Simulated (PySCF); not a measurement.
Spectra and structures to be paired. Computed, not measured: TDDFT B3LYP/def2-SVPD, vertical, gas phase, core orbitals frozen in the response in PySCF. Geometries: PBE0-D3(BJ)/def2-SVP; one conformer of each isolated species. Triplets are in the Tamm–Dancoff approximation. Relativistic effects are left out although some hold elements past zinc. Ions are computed without counter-ions or solvent.

A. `F[As-](F)(F)(F)(F)F`
B. `[H][Cu]<-[P](F)(F)F`
C. `P[SiH]1CC1`
D. `F/C=C\C=C(/F)C(F)=C(F)F`
E. `O=C1C[C@H](C(F)F)CCN1`

Lowest singlet levels (six at most, fewer where fewer were computed) with oscillator strengths:

1. 225 nm (f 0.001); 194 nm (f 0.008); 192 nm (f 0.015); 183 nm (f 0.060); 178 nm (f 0.002); 172 nm (f 0.026); T1 5.09 eV
2. 160 nm (f 0.000 summed over 3 states); 146 nm (f 0.000 summed over 3 states); 141 nm (f 0.375 summed over 3 states) [of 10 roots; the last level is left out, as the window may have cut its degenerate partner]; T1 7.42 eV
3. 342 nm (f 0.065 summed over 2 states); 264 nm (f 0.000 summed over 2 states); 254 nm (f 0.007 summed over 2 states); 248 nm (f 0.000); 244 nm (f 0.000 summed over 2 states); 232 nm (f 0.015 summed over 2 states); T1 3.25 eV
4. 266 nm (f 1.020); 222 nm (f 0.003); 217 nm (f 0.002); 212 nm (f 0.000); 200 nm (f 0.003); 188 nm (f 0.010)
5. 219 nm (f 0.000); 206 nm (f 0.002); 205 nm (f 0.139); 197 nm (f 0.002); 194 nm (f 0.067); 189 nm (f 0.016); T1 4.83 eV

Problem. Which spectrum belongs to which structure?

Solution. 1 = E, 2 = A, 3 = B, 4 = D, 5 = C.
- A: S1 at 7.75 eV, HOMO-2/HOMO-1/HOMO→LUMO (98%); Löwdin shares by element: HOMO (one of a set within 0.03 eV) fluorine 100% or more; LUMO arsenic 34%, fluorine 33% or more (atoms not listed hold the other 33%); HOMO -5.89 and LUMO 3.21 eV; point group Oh, 6 of its 9 listed states under f = 0.0005.
- B: S1 at 3.63 eV, HOMO→LUMO/LUMO+1 (98%); for S1 the Löwdin share of copper is 55% in HOMO and 32% in LUMO; HOMO -6.82 and LUMO -2.22 eV.
- C: S1 at 5.67 eV, HOMO→LUMO+1 (97%); Löwdin shares by element: HOMO carbon 51%, silicon 30% (atoms not listed hold the other 20%); LUMO silicon 24%, phosphorus 24%, carbon 21% (atoms not listed hold the other 32%); HOMO -6.64 and LUMO -0.04 eV; point group Cs, 1 of its 6 listed states under f = 0.0005.
- D: S1 at 4.66 eV, HOMO→LUMO (98%); Löwdin shares by element: HOMO carbon 57% or more (atoms not listed hold the other 43%); LUMO carbon 63% or more (atoms not listed hold the other 37%); HOMO -6.39 and LUMO -2.03 eV; point group Cs, 1 of its 6 listed states under f = 0.0005.
- E: S1 at 5.52 eV, HOMO→LUMO (62%), HOMO→LUMO+1 (25%), HOMO→LUMO+2 (8%); Löwdin shares by element: HOMO oxygen 67%, carbon 19% or more, nitrogen 7%; LUMO carbon 19% or more, oxygen 13%, nitrogen 8%, hydrogen 8% or more (atoms not listed hold the other 52%); HOMO -7.24 and LUMO -0.14 eV.

A slash joins orbitals within 0.01 eV of each other, whose weights are summed (≥ marks a lower bound).
